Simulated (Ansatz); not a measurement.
Ansatz results at the PBE0-D4/def2-TZVP geometry: HOMO energy (ωB97M-V/def2-TZVPP) -9.18 eV; HOMO energy (PBE0/def2-TZVPP) -6.95 eV; HOMO–LUMO gap (B3LYP/def2-TZVPP) 6.94 eV.

Q: Which molecule gave them?
A. `Cl[B@H-]1[Cl+][B@H-](Cl)[Cl+]1`
B. `[F][In-]1([F])[SH+][In-]([F])([F])[SH+]1`
C. `[F][Al@H-]1[SH+][Al@@H-]([F])[SH+]1`
D. `C[N+]1(C)[Ga@H-]([CH3])[N+](C)(C)[Ga@@H-]1[CH3]`

A: D. The others give `[F][In-]1([F])[SH+][In-]([F])([F])[SH+]1`: -11.49, -9.45, 6.08; `[F][Al@H-]1[SH+][Al@@H-]([F])[SH+]1`: -10.87, -8.73, 7.24; `Cl[B@H-]1[Cl+][B@H-](Cl)[Cl+]1`: -11.04, -8.81, 7.23.

B3LYP here is the variant with VWN-RPA as its local correlation; programs differ in this.
